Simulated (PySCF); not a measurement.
**Computed properties of C₃H₆F₂Si, SMILES F[SiH2][C@@H]1C[C@@H]1F**

C3H6F2Si, SMILES F[SiH2][C@@H]1C[C@@H]1F. Geometry optimised at PBE0-D3(BJ)/def2-SVP. The structure was generated by enumeration; whether it is a known compound was not checked. The values are those of a single conformer. All values are computed for the isolated molecule unless a solvent is named; none is compared with measurement here.

**Structure.** All 30 harmonic modes at PBE0-D3(BJ)/def2-SVP (PySCF) are real, so it is a minimum. With heavy atoms numbered as in [F:1][SiH2:2][C@@H:3]1[CH2:4][C@@H:5]1[F:6], the shortest bond between them is C5–F6 at 1.363 Å and the longest Si2–C3 at 1.860 Å.

**Vibrations.** The strongest infrared lines (harmonic, unscaled, degenerate partners summed) lie at 932 cm⁻¹ (255 km/mol, H 76 %, Si 16 %), 2272 cm⁻¹ (120 km/mol, H 96 %), 2263 cm⁻¹ (101 km/mol, H 98 %). The softest mode is at 59 cm⁻¹ and the zero-point energy is 53.1 kcal/mol.

**Electronic structure.** CAM-B3LYP/def2-TZVP (PySCF) places the frontier levels at -9.94 and 1.29 eV, a gap of 11.23 eV, and gives a dipole moment of 2.07 D and a mean polarisability of 56.7 bohr³. PBE/def2-TZVP (PySCF) at the same geometry gives -7.05 and -0.61 eV, so its gap is 4.79 eV narrower. An orbital gap is neither the optical nor the fundamental gap.

**Excitations.** TDA-B3LYP/def2-SVPD (PySCF) has S1 at 7.35 eV (169 nm, f = 0.005, weak); the most intense of the 10 singlets computed lies at 8.30 eV (f = 0.03). T1 (TDA) is at 7.07 eV, 0.28 eV under S1. TDA-PBE/def2-SVPD (PySCF) puts S1 at 6.58 eV. No vertical singlet excitation falls in the visible range (under 3.1 eV).

**NMR.** GIAO shifts at B3LYP/pcSseg-1 (PySCF) (non-relativistic, atoms alike by connectivity averaged): ¹³C from 8.2 to 75.8 ppm against TMS; ¹H from 0.4 to 5.3 ppm against TMS; ²⁹Si at 9.9 ppm against TMS; ¹⁹F from -241.3 to -229.2 ppm against CFCl3.

**Solvation.** SMD-M06-2X/def2-SVP (PySCF) gives -0.7 kcal/mol in water, -4.9 kcal/mol in acetone, -4.1 kcal/mol in cyclohexanone (1 M in both phases, gas-phase geometry); of these solvents acetone holds the molecule best.
